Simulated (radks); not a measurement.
Problem. Neutral europium: order these configurations by energy. Calculated with a radial shooting solver on a logarithmic mesh with Libxc functionals: scalar-relativistic Kohn-Sham, LDA (Slater exchange, Perdew-Wang correlation), spin-polarised, spherical densities, finite nucleus; Fermi nuclear charge, rms radius of each element as measured or else 0.836 A^(1/3) + 0.57 fm. Open shells are filled with parallel spins first. [Xe] 4f6 5d1 6s2; [Xe] 4f6 6s2 6p1; [Xe] 4f7 5d1 6s1; [Xe] 4f7 6s1 6p1; [Xe] 4f7 6s2; [Xe] 4f8 6s1.

Solution. From the lowest, in eV above it: [Xe] 4f7 6s2 0.000; [Xe] 4f7 5d1 6s1 1.407; [Xe] 4f7 6s1 6p1 1.954; [Xe] 4f8 6s1 4.133; [Xe] 4f6 5d1 6s2 4.551; [Xe] 4f6 6s2 6p1 6.815.
